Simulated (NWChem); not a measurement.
# C$_{2}$H$_{7}$B; SMILES CBC

```xyz
10

B      0.0000     0.0000    -0.5418
H      0.0000     0.0000    -1.7460
C     -1.3867     0.0064     0.1930
H     -2.1239     0.6607    -0.2896
H     -1.3457     0.2337     1.2645
H     -1.8017    -1.0124     0.0944
C      1.3867    -0.0064     0.1930
H      1.8017     1.0124     0.0944
H      2.1239    -0.6607    -0.2896
H      1.3457    -0.2337     1.2645
```
Atoms are numbered in this order, from 1.

Results from NWChem. Medium grid unless said otherwise, to which SCAN and Minnesota functionals are sensitive. The geometry was optimised at B3LYP/6-31G* (spherical d).

For level MN15/def2-SVP:

highest occupied level (eV): -9.21
orbital gap (eV): 9.07

### Question
How do the values read with level MN15-L/def2-SVP instead?

### Answer
- highest occupied level (eV): -7.62
- orbital gap (eV): 6.51
